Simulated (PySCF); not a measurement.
Simulated Cl 2p region for `[SiH3][GeH2][GeH2][CH2]Cl`, binding energy against the vacuum level.

Every computed line was given a Gaussian of 0.4 eV full width at half maximum and an area set by the number of equivalent atoms (split 2:1 within a doublet); the highest printed point is 100. Method used: delta-SCF UKS SCAN, pcX-2 on the ionised atom, pcseg-1 elsewhere, spin-free X2C (PySCF 2.14.0).

```csv
binding energy (eV),intensity
205.4,1
205.5,5
205.6,19
205.7,47
205.8,81
205.9,100
206.0,87
206.1,54
206.2,23
206.3,7
206.4,2
206.5,0
206.6,0
206.7,0
206.8,0
206.9,0
207.0,0
207.1,1
207.2,5
207.3,15
207.4,31
207.5,47
207.6,49
207.7,36
207.8,19
207.9,7
208.0,2
208.1,0
```

How many maxima does the curve show, and how many computed lines lie under it?

The curve has 2 maxima (at 205.9 and 207.6 eV). Under it lie 2 lines from 1 inequivalent chlorine site, drawn as a 2p3/2, 2p1/2 pair.

Decompose the envelope and assign each component. Numbering: `[SiH3:1][GeH2:2][GeH2:3][CH2:4][Cl:5]`.

| position (eV) | relative area | line | atoms | environment |
| --- | --- | --- | --- | --- |
| 205.91 | 0.67 | Cl 2p3/2 | Cl5 | alkyl chlorine |
| 207.56 | 0.33 | Cl 2p1/2 | Cl5 | alkyl chlorine |

What are the centre and the root-mean-square width of the whole band?

The area-weighted mean of the lines is 206.46 eV. Their own spread about it is 0.78 eV (rms) and each Gaussian has σ = 0.4/2.355 = 0.17 eV; the variances add, which gives 0.80 eV.

The curve has no shake-up lines and no vibrational structure. The 2p values add to the ΔSCF energy of one spin-free hole a correction within the shell (spin–orbit coupling, ligand field). 2p1/2 minus 2p3/2 (ligand field included): Cl 1.65 eV. Geometry: PBE0-D3(BJ)/def2-SVP, one conformer, isolated molecule.

The run took 50 s of wall time on one thread, Arm Neoverse V2, no GPU (shared host).

The values belong to the conformer `[SiH3:1][GeH2:2][GeH2:3][CH2:4][Cl:5]`: Si1–Ge2–Ge3–C4 59°, Ge2–Ge3–C4–Cl5 -55°.
